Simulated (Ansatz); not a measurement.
System: C2H8GeN (charge 0, doublet). It need not be the lowest isomer of its formula. 
Geometry from a B3LYP-D3(BJ)/def2-TZVP (Ansatz, a quantum-chemistry and plane-wave program) optimisation:
```
N
C 1 1.4475
H 2 1.0896 1 110.47
H 2 1.0963 3 108.04 1 -120.29
H 2 1.0987 3 108.40 4 -116.12
C 1 1.4475 2 113.63 3 -179.49
H 6 1.0896 1 110.47 2 179.49
H 6 1.0963 7 108.04 1 120.29
H 6 1.0987 7 108.40 8 116.12
Ge 1 1.8610 2 120.63 3 25.64
H 10 1.5612 1 102.98 2 -46.81
H 10 1.5612 11 108.94 3 135.76
```
Charge 0, spin multiplicity 2.

Basis-set convergence of Hartree-Fock and CCSD correlation energies (hartree) with Ansatz. Correlated levels leave the core frozen unless marked. UHF or UKS for open shells. Spin-orbit coupling is left out. The frozen core is the preceding noble-gas configuration, with the filled d and f shells of earlier blocks. Non-relativistic.

| basis | functions | E(HF) | E(corr, CCSD) |
|---|---|---|---|
| def2-SVP | 114 | -2209.80129 | -0.60294 |
| def2-TZVPP | 253 | -2210.21598 | -0.72060 |
| def2-QZVPP | 500 | -2210.26486 | -0.75609 |

Extrapolating the two largest sets (X = 3 and 4) as X^-3: E(corr) = (64·(-0.75609) - 27·(-0.72060))/37 = -0.7820 Eh, an estimate of the basis-set limit. The largest set recovers 96.7 % of it, the smallest 77.1 %.
